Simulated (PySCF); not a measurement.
Bonds (- single, = double, # triple, : aromatic): C1:C2, C2:C3, C3:C4, C4-C5, C5:C6, C6:C7, C7:C8, C8:S9, C4:N10, N10:C11, C11:C1, S9:C5. C1 carries H12; C2 carries H13; C3 carries H14; C6 carries H15; C7 carries H16; C8 carries H17; C11 carries H18.

Geometry: PBE0-D3(BJ)/def2-SVP; GIAO shifts from PySCF 2.14.0 with density-fitted response routines, gas phase, non-relativistic, averaged over equivalent atoms.

At PBE0/pcSseg-1 (229 basis functions, 100 s wall time (3.5 min CPU) on 2 threads of an Intel Xeon, shared host):
```csv
atoms,δ (ppm)
C4,156.5
C11,155.1
C5,151.2
C2,142.0
C8,133.6
C6,133.5
C7,133.1
C1,126.0
C3,122.9
S9,203.9
N10,342.4
H18,8.69
H15,8.50
H13,7.68
H14,7.56
H16,7.17
H17,7.13
H12,7.00
```

References, each an isolated molecule treated in the same way: TMS for 13C (σ = 184.41 ppm), 1H (σ = 31.27 ppm); 33S (σ = 495.66 ppm) vs CS2; NH3 for 15N (σ = 265.67 ppm).

**Question.** What do these become at B97-2/pcSseg-2?

**Answer.** 
```
atoms  δ at B97-2/pcSseg-2  change
   C4                159.8    +3.3
  C11                156.6    +1.5
   C5                154.4    +3.2
   C2                143.0    +1.0
   C8                134.6    +1.0
   C6                134.4    +0.9
   C7                133.9    +0.8
   C1                126.6    +0.6
   C3                124.2    +1.3
   S9                225.8   +21.9
  N10                335.5    -6.9
  H18                 8.72   +0.03
  H15                 8.55   +0.05
  H13                 7.67   -0.01
  H14                 7.66   +0.10
  H16                 7.23   +0.06
  H17                 7.32   +0.19
  H12                 7.06   +0.06
```

Scale: TMS for 13C (σref 183.46), 1H (σref 31.36); 33S (σref 507.25) vs CS2; 15N (σref 259.60) against NH3 (reference shieldings calculated alike).

The largest change is at S9 (aromatic ring sulfur). Cost: 501 basis functions, 5 min wall time (10 min CPU) on 2 threads of an Intel Xeon, shared host. The order of the carbon signals is the same at both levels.

Experimental scales use liquid or dissolved standards, which lie at an offset from isolated NH3 (liquid NH3: subtract about 20 ppm). Unscaled 15N shifts of sp2 nitrogen come out 20 to 40 ppm too high even then.
